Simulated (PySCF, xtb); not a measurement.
Zn(SeH)2 (H₂Se₂Zn), SMILES [SeH][Zn][SeH]. Other conformers were not sampled.

Harmonic wavenumbers (cm⁻¹) from GFN2-xTB in xtb at its own minimum, in rising order: 44, 111, 117, 157, 236, 451, 483, 2113, 2126.

### Question
What does B3LYP-D3(BJ)/def2-SVP (PySCF) give at its own minimum? (Estimate from the structure and the level; the computed values follow.)

### Answer
70, 70, 124, 191, 355, 569, 569, 2394, 2394. Paired by order, the mean absolute difference is 109 cm⁻¹ and the zero-point energies are 8.3 and 9.6 kcal/mol.
